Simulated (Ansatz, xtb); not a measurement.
**CHBClSn+: 3 structures ranked**

3 gas-phase structures of CHBClSn+, found in a search over its isomers (lower ones may exist). Each was relaxed with GFN2-xTB:

A. `[CH+]=[B][Sn][Cl]`, a singlet
B. a singlet given by its coordinates
C. a singlet given by its coordinates

B (Å):

```xyz
5

C    -0.1421   -0.5821   -0.0431
B    -1.4834   -1.0827   -0.1151
Cl   -2.9771   -1.6177   -0.1316
Sn    1.0675    0.3728    1.4595
H     0.4892   -0.6745   -0.9465
```

Close contacts (Å): C1–B2 1.43, C1–Sn4 2.15, B2–Cl3 1.59, C1–H5 1.11.

C (Å):

```xyz
5

C    -0.4963   -0.5669   -0.0320
B    -0.2665   -1.8460    0.4116
Cl    0.2009    0.9229   -0.7342
Sn   -2.2401    0.7922   -0.2155
H    -0.2317   -2.9188    0.8144
```

Close contacts (Å): C1–B2 1.37, C1–Cl3 1.79, C1–Sn4 2.22, Cl3–Sn4 2.50, B2–H5 1.15.

Task: Make a reasoned guess at their ranking by r2SCAN-D4/def2-SVP single-point energy.

Result: Calculated order at r2SCAN-D4/def2-SVP: B (0.000), C (2.291), A (4.028) eV.

Energies above the lowest of each column, in eV:

```json
{"structure": "B", "GFN2-xTB": "0.000", "HF/STO-3G": "0.000", "r2SCAN-D4/def2-SVP": "0.000"}
{"structure": "C", "GFN2-xTB": "1.011", "HF/STO-3G": "1.615", "r2SCAN-D4/def2-SVP": "2.291"}
{"structure": "A", "GFN2-xTB": "1.854", "HF/STO-3G": "3.722", "r2SCAN-D4/def2-SVP": "4.028"}
```

Every level run on B puts it lowest or level with the lowest. Some further structures that were screened fall inside this span and aren't listed. Flexible structures stand in one conformer each, not always the lowest. Frequencies (PBE-D3(BJ)/def2-SVP) were run for B alone. Atoms past krypton carry core potentials in the def2 sets, without spin–orbit terms.

Programs: Ansatz 0.2.0, xtb 6.7.1.
